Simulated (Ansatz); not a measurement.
Geometry optimisation, Ansatz, RKS r2SCAN/def2-SVP.

input.yaml

```yaml
crystal:
  periodic: [false, false, false]
  atoms:
    - { symbol: O, position_ang: [-1.0642, -0.12544, -0.91711] }
    - { symbol: Si, position_ang: [-0.09912, 0.81886, -0.00979] }
    - { symbol: Sb, position_ang: [1.44974, -0.81581, 1.13899] }
    - { symbol: H, position_ang: [-1.75575, 0.24127, -1.46444] }
    - { symbol: H, position_ang: [-0.46866, -0.91569, -0.8865] }
    - { symbol: H, position_ang: [-0.92216, 1.60572, 0.91059] }
    - { symbol: H, position_ang: [1.65102, -1.67729, -0.29725] }
    - { symbol: H, position_ang: [0.15077, -1.82443, 1.51547] }
basis:
  gaussian: { orbitals: def2-SVP }
hamiltonian:
  xc: r2scan
relax:
  f_tol: 0.02
  max_steps: 50
output:
  orbitals: {}
```

Command:

```bash
$ ansatz run input.yaml --threads 2 --pin off --max-ram 3072MiB --backend cpu --events-out ev --progress --plain --runs-dir out
```

Q: Where does it end, and by what steps?

A: The run converged. The force dipped under the threshold on the way, but the program's further checks kept it going. After 18 steps the energy has fallen by 2.568 eV; H4 moved furthest, 1.00 Å.

```
step  energy less start (eV)  largest force component (eV/Å)  accepted
   0                  0.0000                           6.458       yes
   1                 -1.3404                           3.974       yes
   2                 -2.1052                           1.222       yes
   3                 -2.4441                           0.334       yes
   4                 -2.4496                           0.839       yes
   5                 -2.4821                           0.356       yes
   6                 -2.5023                           0.197       yes
   7                 -2.4886                           1.173        no
   8                 -2.5145                           0.056       yes
   9                 -2.5229                           0.354       yes
  10                 -2.5288                           0.746       yes
  11                 -2.5497                           0.337       yes
  12                 -2.5618                           0.173       yes
  13                 -2.5617                           0.099        no
  14                 -2.5663                           0.078       yes
  15                 -2.5677                           0.020       yes
  16                 -2.5675                           0.108        no
  17                 -2.5679                           0.038       yes
  18                 -2.5679                           0.009       yes
```

```xyz
8
Properties=species:S:1:pos:R:3
O -1.287 -0.079 -0.832
Si 0.091 1.259 -0.052
Sb 1.403 -0.781 1.061
H -0.998 -0.355 -1.717
H -1.218 -0.881 -0.274
H -0.802 1.337 1.186
H 1.800 -1.450 -0.478
H -0.049 -1.742 1.096
```

Whether the end is a true minimum wasn't checked by a vibrational analysis.

Time of the run: 49 s on 2 threads of Arm Neoverse V1 (shared host), peak memory 0.14 GiB.
